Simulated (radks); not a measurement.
All-electron atom: the barium ion Ba2+ in [Kr] 4d8 5s2 5p6 4f2 (not the ground configuration). All-electron calculation, scalar-relativistic Kohn-Sham, BLYP, spin-polarised, spherical densities, point nucleus; open shells are filled with parallel spins first (spin-orbit coupling, left out, can overturn this in heavy ions). Program: a radial shooting solver on a logarithmic mesh with Libxc functionals.

Unscreened Slater integrals over Kohn-Sham orbitals (eV). They are taken over the spin-up orbitals. Empty in this configuration: 5d.

integral     value
F0(4f,4f)   21.126
F2(4f,4f)   9.7144
F4(4f,4f)   6.0313
F6(4f,4f)   4.3212
F0(4f,5p)   15.317
F2(4f,5p)   5.9403
G2(4f,5p)   3.6793
G4(4f,5p)   2.7361
F0(4f,5s)   17.007
G3(4f,5s)   3.9818
F0(4f,4d)   25.008
F2(4f,4d)   11.552
F4(4f,4d)   7.2792
G1(4f,4d)   13.613
G3(4f,4d)   8.4228
G5(4f,4d)   5.9222
F0(4f,5d)   11.234
F2(4f,5d)   3.2914
F4(4f,5d)   1.7250
G1(4f,5d)   2.0269
G3(4f,5d)   1.5072
G5(4f,5d)   1.1184
F0(5p,5p)   13.283
F2(5p,5p)   7.1570
F0(5p,5s)   14.186
G1(5p,5s)   9.4856
F0(5p,4d)   16.590
F2(5p,4d)   4.7832
G1(5p,4d)   1.3751
G3(5p,4d)   1.3331
F0(5p,5d)   10.461
F2(5p,5d)   4.9639
G1(5p,5d)   5.6862
G3(5p,5d)   3.5114
F0(5s,5s)   15.361
F0(5s,4d)   18.751
G2(5s,4d)   2.1271
F0(5s,5d)   10.834
G2(5s,5d)   3.5050
F0(4d,4d)   31.103
F2(4d,4d)   15.853
F4(4d,4d)   10.600
F0(4d,5d)   11.749
F2(4d,5d)   2.2257
F4(4d,5d)  0.91446
G0(4d,5d)  0.47454
G2(4d,5d)  0.56869
G4(4d,5d)  0.46812
F0(5d,5d)   8.9894
F2(5d,5d)   4.6982
F4(5d,5d)   3.1057

Derived for the open shells (J is the average intra-shell exchange parameter used in DFT+U). 4d: Racah B = F2/49 - 5 F4/441 = 0.2033 eV, C = 35 F4/441 = 0.8412 eV, C/B = 4.14, F4/F2 = 0.669, J = (F2 + F4)/14 = 1.889 eV. 4f: F4/F2 = 0.621, F6/F2 = 0.445, J = (286 F2 + 195 F4 + 250 F6)/6435 = 0.7824 eV.
